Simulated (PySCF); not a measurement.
**K: excitation energy**

K [Ar] 4s1 (2S) → K [Ar] 4p1 (2P), as a difference of total energies. All numbers are calculated (PySCF 2.14, the spin-free X2C one-electron Hamiltonian (Gaussian nucleus), in x2c-TZVPPall). Correlated levels: valence and next inner shell: [Ne] frozen. The calculations carry no spin-orbit coupling.

```json
{"method": "UHF", "excitation energy (eV)": "1.780", "error (eV)": "+0.165"}
{"method": "LDA", "excitation energy (eV)": "1.727", "error (eV)": "+0.112"}
{"method": "PBE", "excitation energy (eV)": "1.584", "error (eV)": "-0.031"}
{"method": "PBE0", "excitation energy (eV)": "1.621", "error (eV)": "+0.006"}
{"method": "r2SCAN", "excitation energy (eV)": "1.570", "error (eV)": "-0.045"}
{"method": "LC-wPBE", "excitation energy (eV)": "1.723", "error (eV)": "+0.108"}
{"method": "r2SCANh", "excitation energy (eV)": "1.602", "error (eV)": "-0.013"}
{"method": "wB97X", "excitation energy (eV)": "1.698", "error (eV)": "+0.083"}
{"method": "PW91", "excitation energy (eV)": "1.591", "error (eV)": "-0.024"}
{"method": "MP2 (valence and next inner shell)", "excitation energy (eV)": "1.868", "error (eV)": "+0.253"}
{"method": "SCS-MP2 (valence and next inner shell)", "excitation energy (eV)": "1.846", "error (eV)": "+0.231"}
```

Reference: 1.615 eV (measured; NIST levels, between the centres of gravity of the two terms).

Errors of the correlated levels include the incompleteness of this basis and the frozen core.

The basis was made for the ground configuration and has no added diffuse functions, so the excitation energy can come out too high.
